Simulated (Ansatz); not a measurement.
These are B3LYP-D3(BJ)/def2-TZVP run with Ansatz (a quantum-chemistry and plane-wave program) values and carry that method's errors. No frequencies were computed at this level.

Ansatz 0.2 input:
```yaml
crystal:
  periodic: [false, false, false]
  atoms:
    - { symbol: C, position_ang: [0.003465, -0.921578, -0.169086] }
    - { symbol: B, position_ang: [-0.01708, 0.642582, -0.408888] }
    - { symbol: S, position_ang: [1.516358, 1.55724, -0.610285] }
    - { symbol: S, position_ang: [-1.539244, 1.587477, -0.493855] }
    - { symbol: H, position_ang: [-0.988015, -1.357889, -0.061903] }
    - { symbol: H, position_ang: [0.566263, -1.174797, 0.729904] }
    - { symbol: H, position_ang: [0.496366, -1.439423, -0.992514] }
    - { symbol: H, position_ang: [2.345589, 0.527076, -0.482672] }
    - { symbol: H, position_ang: [-2.383712, 0.579306, -0.303721] }
basis:
  gaussian: { orbitals: def2-tzvp }
hamiltonian:
  xc: b3lyp
  dispersion: d3bj
relax:
  max_steps: 150
```

Output:

```
Functional definition: B3LYP
1111 factors; their error is unknown
mean field evaluation 1: about -23462.5314 eV, gradient 5.6e1 eV
mean field evaluation 2: about -23456.2227 eV, gradient 7.0e1 eV
mean field evaluation 4: about -23469.9398 eV, gradient 4.9e0 eV
mean field evaluation 8: about -23469.9967 eV, gradient 4.6e-2 eV
mean field evaluation 16: about -23470.0239 eV, gradient 2.1e-5 eV
mean field -23470.02387993 eV, -862.5074690340 hartree, gradient 2.1e-5 eV, S^2 0.000000; 0 other end points of the search recorded, 0 dependent functions left out
reference -23470.02412779 eV, -862.5074781426 hartree; 24, 24 occupied and 142, 142 virtual orbitals, 1111 factors
relax step   1: F+E_penalty+E_count = -23470.41709561 eV  Δ(F+E_penalty+E_count) = +0.000e0 eV  max|allowed force component| = 7.497e-1 eV/Å  Δτ_max = 0.0000 Å  (27 SCF iters, accepted)
these checks for a lower state are left out or cut short: starts, cluster_reference, orbital_swaps, neighbouring_geometries, increment
1111 factors; their error is unknown
mean field -23470.03792363 eV, -862.5079851303 hartree, gradient 2.3e-5 eV, S^2 0.000000; 0 other end points of the search recorded, 0 dependent functions left out
reference -23470.03817192 eV, -862.5079942549 hartree; 24, 24 occupied and 142, 142 virtual orbitals, 1111 factors
relax step   2: F+E_penalty+E_count = -23470.43086483 eV  Δ(F+E_penalty+E_count) = -1.377e-2 eV  max|allowed force component| = 3.287e-1 eV/Å  Δτ_max = 0.0158 Å  (30 SCF iters, accepted)
these checks for a lower state are left out or cut short: starts, cluster_reference, orbital_swaps, neighbouring_geometries, increment
1111 factors; their error is unknown
mean field -23470.04226255 eV, -862.5081445827 hartree, gradient 2.3e-5 eV, S^2 0.000000; 0 other end points of the search recorded, 0 dependent functions left out
reference -23470.04251164 eV, -862.5081537365 hartree; 24, 24 occupied and 142, 142 virtual orbitals, 1111 factors
relax step   3: F+E_penalty+E_count = -23470.43397618 eV  Δ(F+E_penalty+E_count) = -3.111e-3 eV  max|allowed force component| = 2.959e-2 eV/Å  Δτ_max = 0.0245 Å  (31 SCF iters, accepted)
these checks for a lower state are left out or cut short: starts, cluster_reference, orbital_swaps, neighbouring_geometries, increment
1111 factors; their error is unknown
mean field evaluation 32: about -23470.0157 eV, gradient 6.3e-1 eV
mean field -23470.04220447 eV, -862.5081424484 hartree, gradient 2.3e-5 eV, S^2 0.000000; 0 other end points of the search recorded, 0 dependent functions left out
reference -23470.04245340 eV, -862.5081515962 hartree; 24, 24 occupied and 142, 142 virtual orbitals, 1111 factors
relax step   4: F+E_penalty+E_count = -23470.43417583 eV  Δ(F+E_penalty+E_count) = -1.996e-4 eV  max|allowed force component| = 2.938e-2 eV/Å  Δτ_max = 0.0126 Å  (30 SCF iters, accepted)
these checks for a lower state are left out or cut short: starts, cluster_reference, orbital_swaps, neighbouring_geometries, increment
1111 factors; their error is unknown
mean field -23470.04227866 eV, -862.5081451746 hartree, gradient 2.3e-5 eV, S^2 0.000000; 0 other end points of the search recorded, 0 dependent functions left out
reference -23470.04252757 eV, -862.5081543219 hartree; 24, 24 occupied and 142, 142 virtual orbitals, 1111 factors
relax step   5: F+E_penalty+E_count = -23470.43426029 eV  Δ(F+E_penalty+E_count) = -8.446e-5 eV  max|allowed force component| = 1.133e-3 eV/Å  Δτ_max = 0.0047 Å  (31 SCF iters, accepted)
1111 factors; their error is unknown
mean field evaluation 64: about -23470.0423 eV, gradient 2.4e-5 eV
mean field -23470.04227866 eV, -862.5081451746 hartree, gradient 5.5e-5 eV, S^2 0.000000; 1 other end points of the search recorded, 0 dependent functions left out
reference -23470.04252757 eV, -862.5081543219 hartree; 24, 24 occupied and 142, 142 virtual orbitals, 1111 factors
Total energy: -23470.43450920 eV, -862.5225593812 hartree
Atom 0 at    -0.001761    -0.932899    -0.166794 Å, force     0.000404    -0.001133    -0.000091 eV/Å
Atom 1 at    -0.018027     0.617610    -0.404202 Å, force    -0.000331     0.000110    -0.000381 eV/Å
Atom 2 at     1.511138     1.569411    -0.610999 Å, force    -0.000051     0.000490    -0.000172 eV/Å
Atom 3 at    -1.532520     1.601496    -0.495558 Å, force    -0.000044    -0.000113    -0.000079 eV/Å
Atom 4 at    -0.994325    -1.371303    -0.059260 Å, force     0.000381     0.000417    -0.000164 eV/Å
Atom 5 at     0.570850    -1.173314     0.733774 Å, force    -0.000336     0.000346    -0.000235 eV/Å
Atom 6 at     0.500590    -1.438713    -0.996569 Å, force    -0.000417     0.000003     0.000192 eV/Å
Atom 7 at     2.360769     0.536273    -0.486581 Å, force     0.000254    -0.000216     0.000492 eV/Å
Atom 8 at    -2.396724     0.591433    -0.306831 Å, force     0.000140     0.000096     0.000439 eV/Å
Dipole moment:    -0.003079    -0.438560     0.067305 e Å
```

Cost: around 40 core-seconds (rough).
